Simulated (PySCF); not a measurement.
## Potential energy of ReS along the bond

Set-up: basis Re def2-TZVPP with ECP60, S def2-TZVPP; scalar-relativistic core potentials; PySCF 2.14. Energies in eV from Re (5d5 6s2) + S in their ground configurations at the same level. State: ⁶Σ⁺ (sextet), unpaired electrons σ ↑, π ↑↑, δ ↑↑.

Curves on a restricted Hartree–Fock reference rise too fast on stretching and do not dissociate correctly.

```tsv
R (Å)	ROHF-CCSD	TPSSh
1.829		-2.212
1.914	-2.233	-3.268
1.999	-2.829	-3.858
2.063	-3.048	-4.077
2.127	-3.121	-4.150
2.191	-3.083	-4.114
2.276	-2.907	-3.942
2.382	-2.563	-3.597
2.510	-2.065	-3.086
2.680		-2.370
```

Question: Put a parabola through the three lowest points of the ROHF-CCSD curve and estimate Re, k and ωe (reduced mass 27.3 u; 1 eV/Å² = 0.16022 mdyn/Å; ωe = 1302.8·√(k/μ) cm⁻¹).

Answer: Through R = 2.063, 2.127, 2.191 Å the second-order coefficient is 13.5 eV/Å², so Re ≈ 2.137 Å, k ≈ 4.34 mdyn/Å and ωe ≈ 520 cm⁻¹. A polynomial fit of higher order to the unrounded ROHF-CCSD energies gives Re = 2.134 Å, k = 4.22 mdyn/Å, ωe = 512 cm⁻¹; anharmonicity and rounding make the difference.

The higher-order fit for each curve: ROHF-CCSD: Re = 2.134 Å, ωe = 512 cm⁻¹, De = 3.12 eV; TPSSh: Re = 2.135 Å, ωe = 508 cm⁻¹, De = 4.15 eV.

Correlated steps freeze 5 core orbitals. The metal atom is held in its measured ground configuration; semilocal functionals can put another filling of s and d lower by some tenths of an eV, and De to that atom would be smaller. ⟨S²⟩ of the unrestricted solution departs from its pure value on part of the curve, where spin states mix. These are scalar-relativistic numbers at best; spin–orbit coupling would shift them, the dissociation energy most. The CCSD T1 diagnostic is raised, a sign that a single reference may not be enough here. With d or f electrons several states lie close, and the lowest PBE0 determinant need not be the measured ground state.
